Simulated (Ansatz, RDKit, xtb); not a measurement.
Noncovalent pair: CH2O (SMILES C=O) (first 4 atoms) with H4OSi (SMILES O[SiH3]); geometry from B3LYP-D3(BJ)/def2-TZVP, rigid monomers moved along the line of their centres of mass till O2···H7 is 3.34 Å.
(charge 0, multiplicity 1):
```xyz
10

C      0.2694    -0.4880     0.0356
O     -0.7562    -0.4380     0.6653
H      0.2810    -0.8315    -1.0129
H      1.2353    -0.1931     0.4797
O      0.4123     0.7605     4.5566
Si     0.2062     0.1257     6.0590
H     -0.1508     0.4457     3.8300
H     -1.1485     0.3993     6.6024
H      1.2196     0.7625     6.9266
H      0.4083    -1.3468     6.0713
```

Counterpoise-corrected where a basis set is named; no monomer relaxation. RDKit's UFF carries no charges.

The values were computed with Ansatz (a quantum-chemistry and plane-wave program) with Gaussian orbitals; RDKit for the force fields; xtb for the GFN methods. 

Question: One of these levels gives -1.3 kJ/mol for the interaction energy. Name it.
(A) GFN1-xTB
(B) HF/aug-cc-pV(D+d)Z
(C) UFF

Answer: C, UFF. The others give -5.6 (GFN1-xTB), -7.1 (HF/aug-cc-pV(D+d)Z)
